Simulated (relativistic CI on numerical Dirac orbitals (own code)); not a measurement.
# Ni⁴⁺ in a cubic cluster: L2,3 absorption with charge transfer

Computed with a charge-transfer multiplet model of a cubic metal-ligand cluster with up to 2 ligand holes, Slater and spin-orbit integrals from Dirac-Coulomb-Breit ions, Slater integrals scaled by 0.9. The ground state mixes d6 with configurations of k ligand holes L, whose averages lie at kΔ + k(k − 1)U_dd/2; a core hole lowers each added d electron by U_cd. 20 K, Lorentzian 0.4 eV and Gaussian 0.3 eV FWHM.

Atomic integrals in eV (Slater integrals scaled, ζ unscaled), ground: F2dd 12.773, F4dd 8.015, zeta_d 0.099; with the core hole: F2dd 13.428, F4dd 8.428, zeta_d 0.124, zeta_core 11.400, F2cd 8.116, G1cd 6.273, G3cd 3.570.

Cluster parameters (eV): Δ = -0.7, U_dd = 6.6, 10Dq = 0.9, 10Dq(ligand) = 1.1, V(eg) = 2.6, V(t2g) = -1.28, final-state hopping factor = 0.9.

```tsv
Case	n_d	d6	d7L	d8L2	S
U_cd = 6.6 eV	6.88	0.27	0.59	0.15	0.45
U_cd = 7.2 eV	6.88	0.27	0.59	0.15	0.45
U_cd = 8.4 eV	6.88	0.27	0.59	0.15	0.45
U_cd = 9 eV	6.88	0.27	0.59	0.15	0.45
U_cd = 9.6 eV	6.88	0.27	0.59	0.15	0.45
```

Weights, n_d and S are thermal averages at 20 K. Photon energies count from the first peak over 30 % of the highest in each spectrum, which can be another peak from case to case. The parameters are a model scan and need not match a compound or its usual spin state. Peaks in eV (height, largest 100):
- U_cd = 6.6 eV: -1.8 (11), 0.0 (100), 2.1 (59), 3.7 (27), 6.5 (5), 17.2 (21), 18.5 (28), 19.9 (6), 20.8 (5)
- U_cd = 7.2 eV: -1.8 (10), 0.0 (100), 2.0 (52), 3.7 (26), 6.4 (5), 17.2 (20), 18.5 (25), 19.9 (6)
- U_cd = 8.4 eV: -1.8 (9), 0.0 (100), 1.9 (48), 3.6 (25), 6.3 (5), 17.2 (20), 18.5 (23), 20.1 (6)
- U_cd = 9 eV: -1.7 (9), 0.0 (100), 2.0 (46), 3.6 (24), 6.3 (6), 8.1 (5), 17.3 (20), 18.6 (22), 20.2 (6)
- U_cd = 9.6 eV: -1.7 (9), 0.0 (100), 1.9 (43), 3.6 (22), 6.2 (6), 8.1 (6), 8.6 (6), 11.1 (5), 17.2 (20), 18.6 (20), 20.2 (6)

For the case U_cd = 8.4 eV, Δ = -0.7 eV is smaller than U_dd = 6.6 eV, the charge-transfer side of the Zaanen-Sawatzky-Allen scheme (negative Δ: between configuration averages a ligand hole costs less than the nominal valence; multiplet and field energies can change this for the lowest states). With the core hole the configuration with one ligand hole lies at Δ + U_dd − U_cd = -0.7, -1.3, -2.5, -3.1, -3.7 eV from the one without, in the order of the table; where this is negative the screened configuration lies lower, though the effective hopping of about 4.0 eV (from the holes of the mixed ground state) mixes the two strongly wherever it is as large as the gap.

With at most 2 ligand holes the space is cut while the next configuration still counts, so covalency is underestimated, and a final configuration with one more ligand hole, which can lie low, is missing from the spectra.
